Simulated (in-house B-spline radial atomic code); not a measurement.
**Ionising Ta V (Ta4+) with different functionals**

Computed with a B-spline radial code for spherical atoms: four-component Dirac-Coulomb Hamiltonian, Fermi nucleus of rms radius 5.3507 fm, spin-restricted, spherical fractional occupations for the functionals, and exact exchange of hybrids averaged over the configuration. The ionisation energy is the difference of two self-consistent energies, [Xe] 4f14 5d1 → [Xe] 4f14, without Breit or QED terms; ε is the level of the shell that loses the electron (mean over j). The electron is taken from both j subshells in proportion to 2j + 1, so the result is a j average, not the step between ground levels.

```json
{"method": "B97-1", "rung": "global hybrid", "ΔSCF (eV)": "47.50", "-ε(5d) (eV)": "42.51"}
{"method": "B3LYP", "rung": "global hybrid", "ΔSCF (eV)": "?", "-ε(5d) (eV)": "?"}
{"method": "LC-wPBE", "rung": "range-separated hybrid", "ΔSCF (eV)": "47.54", "-ε(5d) (eV)": "45.74"}
{"method": "wB97X", "rung": "range-separated hybrid", "ΔSCF (eV)": "?", "-ε(5d) (eV)": "?"}
```

What does wB97X give?

ΔSCF 47.14 eV, and -ε(5d) = 45.14 eV.

What does B3LYP give?

ΔSCF 47.75 eV, and -ε(5d) = 42.67 eV.

Among the functionals, which spreads more, the ΔSCF values or the orbital energies?

The orbital energies: ΔSCF values span about 0.61 eV and the orbital energies 3.23 eV; here energy differences depend much less on the functional than eigenvalues do.

How do they compare with the NIST value?

NIST lists 48.27 eV ± 0.025 (semi-empirical, ground level to ground level). Errors run from -1.13 to -0.52 eV; B3LYP is closest (-0.52 eV), but part of that can be cancellation, since the calculations leave out Breit-QED terms, spin polarisation, the choice among j levels, multiplet and fine-structure energies.
